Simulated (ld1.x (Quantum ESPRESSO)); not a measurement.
## Before and after: PAW potential for tungsten

W (Z = 74), PAW, made with ld1.x (Quantum ESPRESSO) 7.5 (BP86, scalar-relativistic). Core [Xe] 4f14, reference 5d4 6s2 6p0. Waves: 6s (bound): rcut 1.95, rcutus 2.50 bohr; 6s channel at 1.35 Ry: rcut 1.95, rcutus 2.50 bohr; 6p (bound, empty): rcut 3.30, rcutus 3.60 bohr; 6p channel at 1.25 Ry: rcut 3.30, rcutus 3.60 bohr; 5d (bound): rcut 1.85, rcutus 2.25 bohr; 5d channel at 3.35 Ry: rcut 1.85, rcutus 2.25 bohr. Local part: all-electron potential smoothed inside 2.50 bohr (lloc = -2). Core correction: a·sin(br)/r model core, default radius (ld1.x builds one for every PAW set, though the input has nlcc=.false.). Augmentation charge: BESSEL, radius 2.00 bohr.

All-electron outer shells of the reference configuration (BP86, scalar-relativistic, ld1.x):

```tsv
shell	level (eV)	outermost node (bohr)	outermost maximum (bohr)
5p	-43.33	0.57	1.09
4f	-33.34	–	0.43
6s	-5.87	1.28	2.64
5d	-4.62	0.63	1.50
6p	-1.44	1.54	3.75
```

Change: functional LDA (PZ).

Cutoffs: the cutoffs (Ry, on a coarse ladder) from which the occupation-weighted sum of valence levels, in a spherical-Bessel basis at the reference potential, stays within 10 and 1 mRy of its value at 400 Ry; they do not see the model core or the augmentation charge, which bear on the density cutoff. Errors are all-electron minus pseudo energies relative to the spin-unpolarised reference configuration.

Predict the effect on cutoff, ghosts and configuration errors.

The potential gets neither clearly harder nor softer (18 Ry and 30 Ry → 18 Ry and 30 Ry); of the 7 tests that both files solve, the error grows in 0 and shrinks in 2 by more than 15 % and 0.3 meV (median size 35.7 → 33.0 meV); neither file shows a bound ghost.

| quantity | base | changed |
| --- | --- | --- |
| cutoff, loose | 18 Ry | 18 Ry |
| cutoff, tight | 30 Ry | 30 Ry |
| bound ghosts | none | none |
| tests with a reliable result | 7 of 7 | 7 of 9 (the test run stopped) |
| error for 5d4 6s1 6p0, meV [ΔE 9.06 → 9.13 eV] | -2.7 | -1.3 |
| error for 5d4 6s0 6p0, meV [ΔE 24.93 → 25.16 eV] | -9.2 | -1.4 |
| error for 5d3 6s0 6p0, meV [ΔE 50.45 → 50.86 eV] | -165 | -147 |
| error for 5d3 6s2 6p0, meV [ΔE 8.97 → 9.06 eV] | -40 | -40 |
| error for 5d4 6s0 6p2, meV [ΔE 9.33 → 9.44 eV] | -6.4 | -6.5 |
| error for 5d3 6s2 6p1, meV [ΔE 4.04 → 4.10 eV] | -37 | -36 |
| error for 5d5 6s0 6p0, meV [ΔE 9.91 → 9.99 eV] | -36 | -33 |
| s: phases at 3.92 bohr within 0.05 rad from the reference energy up to (Ry; the scan ends near 5) | 3.3 | 3.9 |
| p: phases at 3.92 bohr within 0.05 rad from the reference energy up to (Ry; the scan ends near 5) | 2.1 | 2.2 |
| d: phases at 3.92 bohr within 0.05 rad from the reference energy up to (Ry; the scan ends near 5) | to the end of the scan | to the end of the scan |
| lowest overlap eigenvalue by channel | s 0.51, p 0.56, d 0.86 | s 0.51, p 0.56, d 0.85 |
